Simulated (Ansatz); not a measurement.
`C[O][GeH2][OH]` + H–F → `[OH][GeH2][F]` + CH₃OH at 400 K and 1 bar (ligand exchange at a Ge–O bond).

Gas-phase electronic energies from Ansatz, PBE0-D4/def2-TZVP geometries. CCSD(T)/CBS adds triple-zeta CCSD(T) − MP2 to the extrapolated MP2 energy (def2 sets, frozen cores). This one scheme is used for every species. For Ge outer-core shells are correlated without core-valence functions, which leaves a few kJ/mol of doubt a bond. Scalar relativity is left out up to krypton. Each species was taken in one conformer, which may not be the lowest.

| species | CCSD(T)/CBS energy (Eh) | H − E (kJ/mol) | S (J/(mol·K)) |
| --- | --- | --- | --- |
| `C[O][GeH2][OH]` | -2268.14728 | 218.8 | 376.4 |
| H–F | -100.39570 | 36.5 | 182.2 |
| `[OH][GeH2][F]` | -2252.93819 | 106.2 | 313.8 |
| CH₃OH | -115.61712 | 151.2 | 252.6 |

H − E and S are ideal-gas, rigid-rotor, harmonic terms from PBE0-D4/def2-TZVP, for one conformer and one mirror image of each species. 1 Eh = 2625.50 kJ/mol, R = 8.31446 J/(mol·K).

Question: By hand: ΔE, ΔH, ΔS and ΔG.

Answer: ΔE = (-2252.93819) + (-115.61712) − (-2268.14728) − (-100.39570) = -0.01233 Eh = -32.4 kJ/mol. Δ(H − E) = 106.2 + 151.2 − 218.8 − 36.5 = 2.1, so ΔH = -30.3 kJ/mol. ΔS = 313.8 + 252.6 − 376.4 − 182.2 = 7.8 J/(mol·K). ΔG = -30.3 − 400 × (7.8)/1000 = -33.4 kJ/mol.

Question: By hand: the equilibrium constant, and the temperature at which ΔG would vanish if ΔH and ΔS stayed fixed.

Answer: log₁₀ K = −ΔG/(RT ln 10) = 4.4. ΔH and −TΔS have one sign here, so there is no such temperature.

The number of gas molecules stays the same, so ΔS is small and ΔH decides. A doubt of 5 kJ/mol in ΔE shifts log₁₀ K by 0.7 here. Other conformers and mirror images would add mixing entropy, several J/(mol·K) or more a flexible species. Modes under 60 cm⁻¹, often nearly free rotors, make the harmonic entropy too high. These are equilibria of isolated gas molecules and say nothing of rates. Largest T1 diagnostic: 0.012 (customary marks: 0.02 for closed shells, 0.045 for open ones).

ΔS is within the doubt of such terms, so its sign, and with it that verdict, could turn.
